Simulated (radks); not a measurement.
Results of a calculation; reference values are marked as such.
Question: Coherent X-ray form factor from a spherical all-electron density. Code: a radial shooting solver on a logarithmic mesh with Libxc functionals. Model: Dirac Kohn-Sham, PBE, spin-unpolarised, spherical densities, finite nucleus; Fermi nuclear charge, rms radius of each element as measured or else 0.836 A^(1/3) + 0.57 fm.

| sin(theta)/lambda (1/angstrom) | f0 (electrons) |
|---|---|
| 0.05 | 54.378 |
| 0.1 | 52.627 |
| 0.15 | 50.047 |
| 0.2 | 47.017 |
| 0.25 | 43.886 |
| 0.3 | 40.901 |
| 0.4 | 35.771 |
| 0.5 | 31.701 |
| 0.6 | 28.335 |
| 0.8 | 22.982 |
| 1 | 19.254 |
| 1.25 | 16.254 |
| 1.5 | 14.043 |
| 2 | 10.193 |

The species is in the configuration that NIST lists as its ground one. Which atom or ion scatters so?

Answer: The praseodymium ion Pr4+, [Xe] 4f1. Extrapolating in s^2 from the first two rows gives f0(0) = 55.0, near the electron count 55; among species with that count, the fall with angle is slower the higher Z, and the table is that of Z = 59; from so few rows the species is fixed only to a neighbour or two.
